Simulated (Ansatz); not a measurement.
Two isomers of C4H9B: A = `CC1CBC1`, B = `B/C(C)=C/C`.

Isolated molecules relaxed with PBE0-D4/def2-TZVP in Ansatz; ΔE leaves out vibrations. CCSD(T)/CBS adds triple-zeta CCSD(T) − MP2 to the extrapolated MP2 energy (def2 sets, frozen cores). DFT in def2-TZVPP.

A:

```xyz
14

C    -1.360   -0.707    0.740
C    -0.282   -0.349   -0.259
C    -0.091    1.153   -0.618
B     1.441    0.815   -0.651
C     1.202   -0.490    0.188
H    -2.356   -0.474    0.352
H    -1.334   -1.772    0.989
H    -1.221   -0.144    1.668
H    -0.433   -0.920   -1.181
H    -0.619    1.572   -1.477
H    -0.335    1.767    0.260
H     2.374    1.250   -1.262
H     1.737   -1.420   -0.010
H     1.276   -0.280    1.263
```

B:

```xyz
14

B     1.840   -0.737    0.778
C     0.555   -0.280    0.086
C     0.221   -0.640   -1.336
C    -0.293    0.479    0.814
C    -1.590    1.021    0.322
H     2.652   -1.414    0.210
H     2.042   -0.413    1.914
H     0.099    0.252   -1.960
H     1.001   -1.255   -1.784
H    -0.721   -1.196   -1.400
H    -0.009    0.713    1.836
H    -2.251    0.210   -0.003
H    -1.437    1.655   -0.558
H    -2.110    1.605    1.080
```

Problem. Which is lower in electronic energy at CCSD(T)/CBS, and by how much? (Estimate.)

Solution. The calculation gave: B, by 7.4 kJ/mol.

Problem. Give E(B) − E(A) in kJ/mol with B2PLYP, HF/def2-TZVPP, CCSD(T)/def2-TZVPP, MP2/def2-TZVPP, ωB97M-V, PBE-D4, PBE0-D4. (Estimate.)

Solution. The calculation gave: B2PLYP -17.5, HF/def2-TZVPP -25.8, CCSD(T)/def2-TZVPP -8.8, MP2/def2-TZVPP -2.9, ωB97M-V -1.2, PBE-D4 -4.0, PBE0-D4 4.6. The order is the other way round with PBE0-D4.

Largest T1 diagnostic: 0.010.

In def2-TZVPP, CCSD(T) changes the Hartree–Fock value by +17.0 kJ/mol (the triples alone add −2.2 kJ/mol) and MP2 by +22.9 kJ/mol. From PBE to PBE0 (25 % exact exchange), in def2-TZVPP and without D4, E(B) − E(A) moves by +8.7 kJ/mol.
